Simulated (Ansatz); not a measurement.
The cluster Au4F3, 7 atoms. Hardware: 4 threads of Intel Xeon 6975P-C on a shared host.

In the def2 sets Au takes a core potential; there is no spin–orbit coupling. Correlated methods freeze 3 core orbitals; core or outer-core shells of Au are correlated, in sets that lack core-valence functions.

(1) How many basis functions does each of these Ansatz runs have, and roughly what does it cost? PBE-D4/def2-SVP, charge 0 doublet, relaxation, 11 steps; PBE-D4/def2-SVP, charge 0 doublet, energy, from earlier orbitals; PBE-D4/def2-TZVP, charge 0 doublet, energy and forces, from earlier orbitals; PBE0-D4/def2-SVP, charge 0 doublet, energy, from earlier orbitals; HF/def2-TZVP, charge 0 doublet, energy, from earlier orbitals; B2PLYP/def2-TZVP, charge 0 doublet, energy, from earlier orbitals; r2SCAN0-D4/def2-TZVP, charge 0 doublet, energy, from earlier orbitals; r2SCAN-D4/def2-TZVP, charge 0 doublet, energy, from earlier orbitals; PBE0-D4/def2-TZVP, charge 0 doublet, energy, from earlier orbitals; PBE-D4/def2-SVP, charge 0 doublet, energy with a search over starts; MP2/def2-TZVP, charge 0 doublet, energy, from earlier orbitals; RPA@PBE/def2-TZVP, charge 0 doublet, energy, from earlier orbitals.

## Answers

(1) Other jobs shared the machine, so times can vary by a factor of up to 3. A dash marks memory too small to be measured apart from the calling script's.

```
                                                                         run  functions  fitting or Cholesky vectors  wall time  peak host memory (GiB)
            PBE-D4/def2-SVP, charge 0 doublet, energy, from earlier orbitals        170                         1724      2.5 s                       –
           PBE0-D4/def2-SVP, charge 0 doublet, energy, from earlier orbitals        170                         1682      4.3 s                    0.82
PBE-D4/def2-TZVP, charge 0 doublet, energy and forces, from earlier orbitals        253                         1900      4.3 s                       –
               HF/def2-TZVP, charge 0 doublet, energy, from earlier orbitals        253                         2119      7.5 s                     1.1
        r2SCAN-D4/def2-TZVP, charge 0 doublet, energy, from earlier orbitals        253                         1900        8 s                    0.66
         PBE-D4/def2-SVP, charge 0 doublet, energy with a search over starts        170                         1724        9 s                    0.61
          PBE0-D4/def2-TZVP, charge 0 doublet, energy, from earlier orbitals        253                         2112       10 s                     1.3
              MP2/def2-TZVP, charge 0 doublet, energy, from earlier orbitals        253                         2119       11 s                     1.1
           B2PLYP/def2-TZVP, charge 0 doublet, energy, from earlier orbitals        253                         2119       14 s                     1.2
          RPA@PBE/def2-TZVP, charge 0 doublet, energy, from earlier orbitals        253                         2119       15 s                     1.2
       r2SCAN0-D4/def2-TZVP, charge 0 doublet, energy, from earlier orbitals        253                         2112       16 s                     1.4
                     PBE-D4/def2-SVP, charge 0 doublet, relaxation, 11 steps        170                         1724       21 s                       –
```
